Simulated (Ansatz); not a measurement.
F$_{3}$OTa (SMILES [O]=[Ta]([F])([F])[F]), singlet, at a GFN2-xTB geometry (such geometries of metal compounds can be far from the true shape) (core potentials on Ta). Base run: Ansatz (a quantum-chemistry and plane-wave program) with SVWN5/def2-SV(P).

Here is a job for Ansatz.
Ansatz 0.2 input:
```yaml
crystal:
  periodic: [false, false, false]
  atoms:
    - {symbol: Ta, position_ang: [0.01693925, 0.00907486, -0.01955256]}
    - {symbol: O, position_ang: [1.06782099, 0.57206336, -1.23255967]}
    - {symbol: F, position_ang: [0.97007396, -0.95600876, 1.21861489]}
    - {symbol: F, position_ang: [-1.26946365, -1.06429425, -0.77185379]}
    - {symbol: F, position_ang: [-0.78718062, 1.43819507, 0.80744046]}
basis:
  gaussian:
    orbitals: def2-SV_P_.json
hamiltonian:
  xc: {name: SVWN5}
```
The basis file holds def2-SV(P) in the JSON format of the Basis Set Exchange.

Each row names what was changed in the base input (with any setting that the change needs).

```json
[
 {"change": "base", "E (Eh)": "-429.21277"},
 {"change": "functional = blyp", "E (Eh)": "-431.69393"},
 {"change": "functional = BHLYP", "E (Eh)": "-431.42340"},
 {"change": "functional = blyp; dispersion = d4", "E (Eh)": "-431.70130"},
 {"change": "functional = cam_b3lyp", "E (Eh)": "-431.57284"},
 {"change": "functional = wB97M-V", "E (Eh)": "-431.52381"},
 {"change": "functional = r2scan", "E (Eh)": "-431.59348"},
 {"change": "functional = B97M-V", "E (Eh)": "-431.57611"},
 {"change": "functional = wB97X-V", "E (Eh)": "-431.54251"},
 {"change": "functional = lc_wpbe", "E (Eh)": "-431.51154"},
 {"change": "functional = pbe0; dispersion = d3bjatm", "E (Eh)": "-431.33548"},
 {"change": "functional = pbe0", "E (Eh)": "-431.33304"},
 {"change": "functional = hse06", "E (Eh)": "-431.31791"}
]
```

Absolute energies of different levels of theory aren't comparable as measures of quality.
